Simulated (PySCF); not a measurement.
sulfur trioxide cation (O3S), SMILES S(=O)(=O)=O (connectivity only; charge and spin as stated), charge +1, multiplicity 2. Atoms are numbered in the order given.

```xyz
4

O      1.4469     0.0000     0.0000
S      0.0000     0.0000     0.0000
O     -0.7234    -1.2530     0.0000
O     -0.7234     1.2530     0.0000
```
Charge +1, spin multiplicity 2.

Coordinates come from a PBE-D3(BJ)/def2-TZVP optimisation. The multiplicity is an assumed one; other spin states were not compared.

All values below come from PBE-D3(BJ)/def2-TZVP in PySCF 2.14.0.

Frequencies are harmonic and unscaled.

Modes within 1.5 cm⁻¹ of each other (mostly degenerate sets) share a row, with their intensities summed.

Problem. Give all harmonic wavenumbers and intensities. (The exact figures need the calculation; the answer reports its results.)

Solution. 
```json
[
 {"mode": "1–2", "ν (cm⁻¹)": "274", "IR (km/mol)": "1.7", "moving atoms (share of kinetic energy)": "O 77 %, S 23 %"},
 {"mode": "3", "ν (cm⁻¹)": "407", "IR (km/mol)": "18.7", "moving atoms (share of kinetic energy)": "S 60 %, O 40 %"},
 {"mode": "4", "ν (cm⁻¹)": "997", "IR (km/mol)": "0.0", "moving atoms (share of kinetic energy)": "O 100 %"},
 {"mode": "5–6", "ν (cm⁻¹)": "1153", "IR (km/mol)": "14.1", "moving atoms (share of kinetic energy)": "O 63 %, S 37 %"}
]
```
